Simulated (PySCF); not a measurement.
H7Cl3OSi4, SMILES [SiH3]O[SiH2][SiH2][Si](Cl)(Cl)Cl, GFN2-xTB optimised geometry.

```
15

Si     0.51     1.49     3.47
O      0.08    -0.05     3.67
Si    -0.35    -1.61     3.80
Si    -1.55    -2.11     1.88
Si    -0.74    -0.98     0.00
Cl    -1.30    -1.72    -1.81
Cl     1.30    -0.98     0.00
Cl    -1.30     0.98     0.00
H      1.15     1.91     4.72
H     -0.72     2.22     3.20
H      1.44     1.51     2.34
H     -1.11    -1.70     5.05
H      0.90    -2.36     3.96
H     -2.99    -1.80     1.96
H     -1.53    -3.55     1.59
```

Density from PySCF with CAM-B3LYP/def2-TZVP at that geometry.

Minimum of the electron density along straight lines between bonded atoms, close to the bond critical point (lines longer than 1.1 times the sum of covalent radii, or with two minima, are not listed):

```
bond     length / Å  ρ at the minimum / e bohr⁻³  ∇²ρ there / e bohr⁻⁵  position (fraction from the first atom)
-------  ----------  ---------------------------  --------------------  ---------------------------------------
Si1–O2        1.622                        0.137                  0.91                                     0.42
O2–Si3        1.618                        0.139                  0.93                                     0.58
Si3–Si4       2.321                        0.100                 -0.20                                     0.46
Si4–Si5       2.335                        0.096                 -0.13                                     0.37
Si5–Cl6       2.032                        0.106                  0.22                                     0.37
Si5–Cl7       2.042                        0.104                  0.22                                     0.36
Si5–Cl8       2.038                        0.105                  0.23                                     0.36
Si1–H9        1.461                        0.128                  0.16                                     0.49
Si1–H10       1.461                        0.129                  0.16                                     0.49
Si1–H11       1.459                        0.129                  0.16                                     0.49
Si3–H12       1.467                        0.127                  0.16                                     0.49
Si3–H13       1.467                        0.127                  0.16                                     0.49
Si4–H14       1.474                        0.122                  0.17                                     0.49
Si4–H15       1.473                        0.122                  0.17                                     0.49
```
